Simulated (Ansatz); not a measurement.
Consider the redistribution: `B[Si](F)(F)F` + `O[SiH](F)N[SiH2]F` → `B[Si](O)(F)F` + `F[SiH2]N[SiH](F)F`.

Calculated with Ansatz (gas phase, PBE0-D4/def2-TZVP geometries, no zero-point term in ΔE). CBS: MP2 limit from def2 TZ/QZ plus the TZ coupled-cluster correction, frozen cores. Functionals use def2-TZVPP. One conformer a species, not always the lowest.

Question: Is it downhill or uphill in electronic energy at CCSD(T)/CBS, and by how much? (Estimate.)

Answer: Computed: Downhill: ΔE = -0.04 eV.

Question: What do these levels give: LDA (SPW92), r2SCANh-D4, BHLYP-D4, B2PLYP, CCSD(T)/def2-TZVPP, MP2/CBS(def2)? (Estimate.)

Answer: The calculation gave: LDA (SPW92) -0.06, r2SCANh-D4 -0.05, BHLYP-D4 -0.06, B2PLYP -0.06, CCSD(T)/def2-TZVPP -0.04, MP2/CBS(def2) -0.05 eV.

Largest T1 diagnostic among the species: 0.012.

Leaving LDA and LC-ωPBE aside and taking each functional with its dispersion term where it has one, the values, not all of them listed here, spread over 0.02 eV, from CAM-B3LYP-D4 to B97M-V. At CCSD(T), def2-SVP lies −0.06 eV from the extrapolated value and def2-TZVPP −0.00 eV.
